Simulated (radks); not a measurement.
The numbers below are computed, except where a source is named.
The hydrogen anion H-, [He], held by a Watson sphere: a shell of charge +1 at radius R that stands for the Madelung well of a crystal (potential energy -1/R inside, -1/r outside, in hartree with lengths in bohr). Level of theory: non-relativistic Kohn-Sham, r2SCAN, spin-polarised, spherical densities, point nucleus; meta-GGA in the generalised Kohn-Sham scheme (a radial shooting solver on a logarithmic mesh with Libxc functionals).

| R (bohr) | e(1s) (eV) | <r> 1s (bohr) | sum of <r^2> (bohr^2) | X-ray form factor at sin(theta)/lambda = 0.2 1/angstrom |
|---|---|---|---|---|
| 1.38 | -8.889 | 1.555 | 6.380 | 0.914 |
| 1.53 | -8.403 | 1.615 | 6.883 | 0.867 |
| 1.74 | -7.798 | 1.694 | 7.580 | 0.810 |
| 2.01 | -7.126 | 1.786 | 8.460 | 0.748 |
| 2.49 | -6.151 | 1.929 | 9.956 | 0.667 |
| 2.58 | -5.993 | 1.953 | 10.22 | 0.655 |
| 2.66 | -5.858 | 1.973 | 10.46 | 0.646 |

Estimate the row for R = 3.17 bohr.

Answer. e(1s) (eV) -5.098; <r> 1s (bohr) 2.090; sum of <r^2> (bohr^2) 11.90; X-ray form factor at sin(theta)/lambda = 0.2 1/angstrom 0.600.
